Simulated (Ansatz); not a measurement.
All numbers were calculated with Ansatz.

A structure relaxed at PBE0-D4/def2-TZVP, charge 0, multiplicity 1:

Cartesian coordinates in Å:
```
Ge 0.1256 0.3883 -0.6262
H -1.1224 0.2075 0.3496
H 0.9968 -0.5958 0.2766
```

**Question.** Give its formula and SMILES.

**Answer.** GeH2, `[GeH2]`.

**Question.** Point group (tolerance 0.08 Å, 0.16 Å for H)?

**Answer.** C2v.

**Question.** Summarise the bond lengths by kind.

**Answer.** 2 × Ge–H 1.594 Å.
